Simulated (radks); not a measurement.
Values are calculated unless marked as measured or tabulated.
Q: Species: Sb+. Configuration: [Kr] 4d10 5s2 5p2. Level of theory: Dirac Kohn-Sham, LDA (Slater exchange, Perdew-Zunger correlation), spin-unpolarised, spherical densities, finite nucleus; open shells fill j = l - 1/2 first; Fermi nuclear charge, rms radius 4.6802 fm (a radial shooting solver on a logarithmic mesh with Libxc functionals).

Spin-orbit splittings of the eigenvalues, e(l+1/2) - e(l-1/2), with zeta = 2 splitting/(2l+1) and mean radii in bohr:

| shell | occ. | splitting (eV) | zeta (eV) | <r> j=l-1/2 | <r> j=l+1/2 |
|---|---|---|---|---|---|
| 2p | 6 | 251.5 | 167.6 | 0.1033 | 0.1088 |
| 3p | 6 | ? | ? | 0.3212 | 0.3326 |
| 3d | 10 | 9.652 | 3.861 | 0.3035 | 0.3071 |
| 4p | 6 | 8.678 | 5.785 | 0.8322 | 0.8619 |
| 4d | 10 | 1.254 | 0.5016 | 1.023 | 1.036 |
| 4f | 0 | 0.00001513 | 4.323e-06 | 14.74 | 14.74 |
| 5p | 2 | 0.7556 | 0.5038 | 2.597 | 2.700 |
| 5d | 0 | 0.03896 | 0.01558 | 4.797 | 4.844 |
| 6p | 0 | 0.1163 | 0.07753 | 7.079 | 7.318 |

Estimate the 3p splitting.

A: 46.39 eV (zeta = 30.92 eV).
